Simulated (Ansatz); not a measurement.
`[O]=[Mo]([F])([F])([F])[Cl]` + HCl → `[O]=[Mo]([F])([F])([Cl])[Cl]` + H–F  (ligand exchange at a Mo–F bond)

Calculated with Ansatz (gas phase, PBE0-D4/def2-TZVP geometries, no zero-point term in ΔE). CCSD(T)/CBS adds triple-zeta CCSD(T) − MP2 to the extrapolated MP2 energy (def2 sets, frozen cores). This one scheme is used for every species. DFT in def2-TZVPP. B3LYP here is the variant with VWN-RPA as its local correlation; programs differ in this. HSE06 is defined as in plane-wave codes. Elements past krypton have def2 core potentials. For Mo outer-core shells are correlated without core-valence functions, which leaves a few kJ/mol of doubt a bond.

`[O]=[Mo]([F])([F])([F])[Cl]`:

Z-matrix (Å, degrees):
```
Mo
F 1 1.837
F 1 1.836 2 84.7
Cl 1 2.257 2 87.5 3 -146.5
O 1 1.639 2 103.4 3 107.6
F 1 1.837 2 153.2 3 -67.1
```

HCl:

Z-matrix (Å, degrees):
```
Cl
H 1 1.279
```

`[O]=[Mo]([F])([F])([Cl])[Cl]`:

Cartesian coordinates in Å:
```
O 1.477 0.685 -0.553
Mo 0.108 0.000 0.029
F 0.546 -1.740 0.447
F 0.163 0.225 1.857
Cl -1.396 1.692 0.027
Cl -0.897 -0.862 -1.806
```

H–F:

Cartesian coordinates in Å:
```
F 0.196 -0.310 -0.278
H -0.196 0.310 0.278
```

```tsv
level	ΔE (kcal/mol)	difference from CCSD(T)/CBS
B97M-V	5.5	4.4
PBE0-D4	2.6	1.5
B3LYP-D4	3.8	2.7
HSE06-D4	2.4	1.3
CAM-B3LYP-D4	6.4	5.3
ωB97X-V	6.5	5.4
PBE-QIDH	1.3	0.2
r2SCAN0	3.8	2.7
RPA@PBE/def2-TZVPP	3.6	2.5
HF/def2-SVP	7.4	6.3
CCSD(T)/def2-SVP	6.0	4.9
HF/def2-TZVPP	6.9	5.8
SCS-MP2/def2-QZVPP	0.0	-1.1
HF/CBS(def2)	6.8	5.7
MP2/CBS(def2)	-3.3	-4.4
CCSD/CBS(def2)	2.3	1.2
CCSD(T)/CBS	1.1	0
```

Largest T1 diagnostic among the species: 0.024, so the coupled-cluster value is less sure than usual.

From PBE to PBE0 (25 % exact exchange), in def2-TZVPP and without D4, ΔE moves by −0.8 kcal/mol. In def2-TZVPP, CCSD(T) changes the Hartree–Fock value by −4.1 kcal/mol (the triples alone add −1.2 kcal/mol) and MP2 by −8.5 kcal/mol.
